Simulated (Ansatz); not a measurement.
Relaxation of AlBH₄OS (8 atoms, charge 0, multiplicity 1), to a largest force component of 0.015 eV/Å in at most 40 steps.

All numbers below come from Ansatz, RKS PBE0-D4/def2-SVP.

```xyz
8
Properties=species:S:1:pos:R:3
B -1.336 -0.119 -1.180
O -0.485 0.107 -0.181
Al 0.493 0.456 1.122
S 2.556 -0.269 1.177
H -1.936 -1.131 -1.208
H -1.466 0.692 -2.025
H -0.177 1.284 2.200
H 2.352 -1.021 0.096
```

Question: Where does it end, and by what steps?

Answer: The run converged. After 6 steps the energy has fallen by 0.115 eV; H7 moved furthest, 0.19 Å.

| step | energy less start (eV) | largest force component (eV/Å) | accepted |
| --- | --- | --- | --- |
| 0 | 0.0000 | 0.951 | yes |
| 1 | -0.0904 | 0.515 | yes |
| 2 | -0.1013 | 0.319 | yes |
| 3 | -0.1063 | 0.658 | yes |
| 4 | -0.1143 | 0.112 | yes |
| 5 | -0.1147 | 0.030 | yes |
| 6 | -0.1149 | 0.015 | yes |

```xyz
8
Properties=species:S:1:pos:R:3
B -1.325 -0.145 -1.203
O -0.531 0.117 -0.160
Al 0.464 0.471 1.176
S 2.491 -0.318 1.184
H -1.984 -1.167 -1.214
H -1.375 0.640 -2.131
H -0.089 1.344 2.358
H 2.349 -0.941 -0.009
```

Whether the end is a true minimum wasn't checked by a vibrational analysis.

Time of the run: 29 s on 1 thread of Arm Neoverse V1, with other jobs on the host, peak memory 0.16 GiB.
